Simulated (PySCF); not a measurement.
Below is a simulated gas-phase Si 2p photoelectron spectrum of (F)3Si-NH-SiH3 (F3H4NSi2).

Every computed line was given a Gaussian of 1.0 eV full width at half maximum and an area set by the number of equivalent atoms (split 2:1 within a doublet); the highest printed point is 100. Method used: delta-SCF UKS SCAN, pcX-2 on the ionised atom, pcseg-1 elsewhere, spin-free X2C (PySCF 2.14.0).

binding energy (eV), intensity and a bar:
```
    106.4          0 
    106.5          0 
    106.6          1 
    106.7          2 #
    106.8          4 #
    106.9          6 ##
    107.0         11 ###
    107.1         17 #####
    107.2         25 #######
    107.3         35 ###########
    107.4         47 ##############
    107.5         60 ##################
    107.6         73 ######################
    107.7         84 #########################
    107.8         93 ############################
    107.9         98 ##############################
    108.0        100 ##############################
    108.1         98 #############################
    108.2         93 ############################
    108.3         86 ##########################
    108.4         78 #######################
    108.5         68 ####################
    108.6         58 #################
    108.7         48 ###############
    108.8         39 ############
    108.9         31 #########
    109.0         23 #######
    109.1         18 #####
    109.2         15 ####
    109.3         14 ####
    109.4         16 #####
    109.5         20 ######
    109.6         28 ########
    109.7         38 ###########
    109.8         50 ###############
    109.9         62 ###################
    110.0         75 ######################
    110.1         86 ##########################
    110.2         94 ############################
    110.3         99 ##############################
    110.4        100 ##############################
    110.5         97 #############################
    110.6         92 ############################
    110.7         85 #########################
    110.8         76 #######################
    110.9         67 ####################
    111.0         57 #################
    111.1         47 ##############
    111.2         37 ###########
    111.3         29 #########
    111.4         21 ######
    111.5         15 ####
    111.6         10 ###
    111.7          6 ##
    111.8          4 #
    111.9          2 #
    112.0          1 
    112.1          1 
    112.2          0 
    112.3          0
```

**Question.** How many maxima does the curve show, and how many computed lines lie under it?

**Answer.** The curve has 2 maxima (at 108.0 and 110.4 eV). Under it lie 4 lines from 2 inequivalent silicon sites, each drawn as a 2p3/2, 2p1/2 pair. At this width some lines have no maximum of their own.

**Question.** Decompose the envelope and assign each component. Bonds: Si1–F2, Si1–F3, Si1–F4, Si1–N5, N5–Si6. Hydrogens: H7 on N5; H8, H9, H10 on Si6.

**Answer.** 
```tsv
position (eV)	relative area	line	atoms	environment
107.86	0.67	Si 2p3/2	Si6	silicon bonded to N and 3 H
108.49	0.33	Si 2p1/2	Si6	silicon bonded to N and 3 H
110.25	0.67	Si 2p3/2	Si1	silicon bonded to 3 F and N
110.87	0.33	Si 2p1/2	Si1	silicon bonded to 3 F and N
```

**Question.** What are the centre and the root-mean-square width of the whole band?

**Answer.** The area-weighted mean of the lines is 109.26 eV. Their own spread about it is 1.23 eV (rms) and each Gaussian has σ = 1.0/2.355 = 0.42 eV; the variances add, which gives 1.30 eV.

The listed Si 2p3/2 values span 2.39 eV, from Si6 (bonded to N and 3 H) to Si1 (bonded to 3 F and N).

No satellites, vibrations or lifetime broadening are included. Spin–orbit coupling isn't in the SCF: each 2p doublet comes from a relaxed spin-free hole plus a matrix of the shell (mean-field spin–orbit coupling and the ground-state 2p splitting), with 2p3/2 averaged over its two sublevels. 2p1/2 minus 2p3/2 (ligand field included): Si 0.63 eV. Geometry: PBE0-D3(BJ)/def2-SVP; no solvent, vibrations or thermal averaging.
